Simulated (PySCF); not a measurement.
# Ga⁺ (gallium, charge +1) across methods

[Ar] 3d9 4s2 4p1, one real determinant (an excited configuration). All numbers are calculated (PySCF 2.14, scalar relativity through the core potential, in aug-cc-pVQZ-PP with ECP10MDF).

```json
{"method": "LDA", "E (hartree)": "-258.0012", "mean ε 4s α (eV)": "-19.906", "mean ε 4s β (eV)": "-18.956", "mean ε 4p α (eV)": "-11.712", "Σ⟨r²⟩ (bohr²)": "28.27", "⟨S²⟩": "2.001"}
{"method": "B97-3", "E (hartree)": "-258.4842", "mean ε 4s α (eV)": "-20.820", "mean ε 4s β (eV)": "-19.498", "mean ε 4p α (eV)": "-12.731", "Σ⟨r²⟩ (bohr²)": "28.36", "⟨S²⟩": "2.004"}
{"method": "LC-wPBE", "E (hartree)": "-258.4862", "mean ε 4s α (eV)": "-23.990", "mean ε 4s β (eV)": "-22.347", "mean ε 4p α (eV)": "-15.572", "Σ⟨r²⟩ (bohr²)": "28.22", "⟨S²⟩": "2.006"}
{"method": "PBE", "E (hartree)": "-258.4518", "mean ε 4s α (eV)": "-19.588", "mean ε 4s β (eV)": "-18.559", "mean ε 4p α (eV)": "-11.722", "Σ⟨r²⟩ (bohr²)": "28.38", "⟨S²⟩": "2.003"}
{"method": "BLYP", "E (hartree)": "-258.4369", "mean ε 4s α (eV)": "-19.509", "mean ε 4s β (eV)": "-18.654", "mean ε 4p α (eV)": "-11.502", "Σ⟨r²⟩ (bohr²)": "28.41", "⟨S²⟩": "2.002"}
{"method": "PBE0", "E (hartree)": "-258.4198", "mean ε 4s α (eV)": "-20.905", "mean ε 4s β (eV)": "-19.534", "mean ε 4p α (eV)": "-12.851", "Σ⟨r²⟩ (bohr²)": "28.35", "⟨S²⟩": "2.004"}
{"method": "r2SCAN", "E (hartree)": "-258.3536", "mean ε 4s α (eV)": "-19.995", "mean ε 4s β (eV)": "-18.813", "mean ε 4p α (eV)": "-12.129", "Σ⟨r²⟩ (bohr²)": "28.21", "⟨S²⟩": "2.006"}
{"method": "UHF", "E (hartree)": "-257.39165", "mean ε 4s α (eV)": "-24.058", "mean ε 4s β (eV)": "-21.409", "mean ε 4p α (eV)": "-15.659", "Σ⟨r²⟩ (bohr²)": "28.75", "⟨S²⟩": "2.011"}
```

Estimate the same row for CAM-B3LYP.

E (hartree) = -258.4306; mean ε 4s α (eV) = -22.496; mean ε 4s β (eV) = -21.173; mean ε 4p α (eV) = -14.076; Σ⟨r²⟩ (bohr²) = 28.37; ⟨S²⟩ = 2.003.

⟨L²⟩ = 8.01 against 12 for a pure F term, so this real determinant mixes terms. Energies and moments cover only the electrons outside the core potential.
